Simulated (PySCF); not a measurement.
Ge(H)2(OMe)(OEt), SMILES CC[O][GeH2][O]C (C3H10GeO2), GFN2-xTB optimised geometry.

```
16

Ge    -0.38     0.61     0.00
O      1.35     0.61     0.00
C      2.21     0.97     1.06
O     -0.63    -0.19    -1.52
C     -1.81    -0.32    -2.27
C     -2.90    -1.09    -1.53
H     -0.96     2.01     0.00
H     -0.91    -0.20     1.17
H      1.93     0.47     2.00
H      2.20     2.05     1.23
H      3.22     0.66     0.78
H     -2.19     0.66    -2.57
H     -1.52    -0.87    -3.18
H     -2.52    -2.05    -1.21
H     -3.76    -1.24    -2.18
H     -3.22    -0.52    -0.65
```

Density from PySCF with PBE0/def2-TZVP at that geometry.

Minimum of the electron density along straight lines between bonded atoms, close to the bond critical point (lines longer than 1.1 times the sum of covalent radii, or with two minima, are not listed):

```tsv
bond	length / Å	ρ at the minimum / e bohr⁻³	∇²ρ there / e bohr⁻⁵	position (fraction from the first atom)
Ge1–O2	1.737	0.155	0.77	0.48
O2–C3	1.411	0.257	-0.53	0.65
Ge1–O4	1.731	0.157	0.80	0.48
O4–C5	1.411	0.256	-0.51	0.65
C5–C6	1.521	0.253	-0.65	0.51
Ge1–H7	1.519	0.139	0.06	0.59
Ge1–H8	1.517	0.140	0.06	0.59
C3–H9	1.093	0.283	-0.99	0.64
C3–H10	1.093	0.283	-1.00	0.64
C3–H11	1.091	0.285	-1.02	0.65
C5–H12	1.097	0.283	-0.99	0.64
C5–H13	1.095	0.285	-1.01	0.65
C6–H14	1.087	0.280	-0.96	0.64
C6–H15	1.087	0.279	-0.95	0.64
C6–H16	1.089	0.277	-0.94	0.64
```
